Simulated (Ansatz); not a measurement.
Relaxation of AlCl₂H₆NSi (11 atoms, charge 0, multiplicity 1), to a largest force component of 0.03 eV/Å in at most 50 steps.

Level of theory: RKS PBE-D4/6-31G* in Ansatz 0.2.0.

```xyz
11
Properties=species:S:1:pos:R:3
Al -0.025 0.319 -0.386
H -0.680 0.472 1.034
Cl 2.025 0.722 -0.668
Cl -1.248 -0.056 -2.066
N -0.176 -2.137 1.497
H -0.964 -2.773 1.345
Si 1.262 -2.793 2.279
H 1.465 -4.168 1.716
H 2.431 -1.915 1.953
H 1.168 -2.908 3.778
H -0.535 -1.214 1.829
```

**Question.** Where does it end, and by what steps?

**Answer.** The run converged. The force dipped under the threshold on the way, but the program's further checks kept it going. After 14 steps the energy has fallen by 1.232 eV; H8 moved furthest, 1.26 Å. Joined: Al1–N5 (3.10 → 2.05 Å).

```csv
step,energy less start (eV),largest force component (eV/Å),accepted
0,0.0000,0.930,yes
1,-0.2722,1.213,yes
2,-0.5046,1.695,yes
3,-0.8050,1.212,yes
4,-1.0134,0.770,yes
5,-1.0869,0.413,yes
6,-1.1293,0.120,yes
7,-1.1406,0.105,yes
8,-1.1533,0.145,yes
9,-1.1692,0.348,yes
10,-1.2104,0.111,yes
11,-1.2231,0.205,yes
12,-1.2221,0.206,no
13,-1.2316,0.023,yes
14,-1.2322,0.024,yes
```

```xyz
11
Properties=species:S:1:pos:R:3
Al 0.005 -0.202 0.040
H -0.390 1.132 0.819
Cl 2.073 -0.415 -0.528
Cl -1.401 -0.953 -1.412
N -0.214 -1.681 1.449
H -0.861 -2.359 1.014
Si 1.304 -2.522 2.053
H 1.858 -3.292 0.908
H 2.205 -1.460 2.578
H 0.880 -3.441 3.161
H -0.734 -1.257 2.232
```

Whether the end is a true minimum wasn't checked by a vibrational analysis.

The run took 34 s on 2 threads of Intel(R) Xeon(R) Platinum 8488C (Sapphire Rapids) (shared host), peak memory 0.18 GiB.
